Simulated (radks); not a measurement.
Spherical quantum dot in the effective-mass picture: electrons in a hard-walled sphere of radius 3.42, with a point charge +2 (a donor) at the centre, all in effective atomic units (hartree* = m*/eps^2 hartree, bohr* = eps/m* bohr), one dielectric constant everywhere. Method: non-relativistic Kohn-Sham, PBE, spin-polarised, spherical densities; computed with a radial shooting solver with Libxc functionals. Levels are named by radial order and angular momentum (1s, 1p, 1d, 2s, ...), and open shells are averaged over m.

N = 21, configuration 1s2 1p6 1d10 2s2 1f(up 1, down 0). This is the lowest configuration that the search found. Occupied and some empty levels:

| level | occupation | eigenvalue (hartree*) | <r> (bohr*) |
|---|---|---|---|
| 1s up | 1 | 7.4196 | 1.860 |
| 1s down | 1 | 7.4286 | 1.843 |
| 1p up | 3 | 7.7606 | 2.329 |
| 1p down | 3 | 7.7748 | 2.325 |
| 2s up | 1 | 8.1130 | 1.358 |
| 2s down | 1 | 8.1188 | 1.372 |
| 1d up | 5 | 8.1722 | 2.431 |
| 1d down | 5 | 8.1877 | 2.429 |
| 1f up | 1 | 8.7190 | 2.506 |
| 1f down | 0 | 8.7355 | 2.505 |
| 1g up | 0 | 9.3930 | 2.566 |
| 1g down | 0 | 9.4102 | 2.566 |
| 2p up | 0 | 9.5831 | 1.710 |
| 2p down | 0 | 9.5885 | 1.710 |
| 2d up | 0 | 10.576 | 1.926 |
| 2d down | 0 | 10.584 | 1.925 |

Energy (hartree*): total 83.2668, kinetic 29.456, external -24.000, Hartree 87.988, exchange-correlation -10.177.

Electron density:

| r (bohr*) | n(r) (e/bohr*^3) |
|---|---|
| 0.0936 | 2.947 |
| 0.264 | 1.513 |
| 0.434 | 0.7999 |
| 0.605 | 0.4371 |
| 0.775 | 0.2502 |
| 0.946 | 0.1556 |
| 1.12 | 0.1126 |
| 1.29 | 0.1001 |
| 1.46 | 0.1067 |
| 1.63 | 0.1262 |
| 1.80 | 0.1536 |
| 1.97 | 0.1831 |
| 2.14 | 0.2085 |
| 2.31 | 0.2219 |
| 2.48 | 0.2168 |
| 2.65 | 0.1888 |
| 2.82 | 0.1404 |
| 2.99 | 0.08194 |
| 3.16 | 0.03182 |
| 3.33 | 0.003765 |
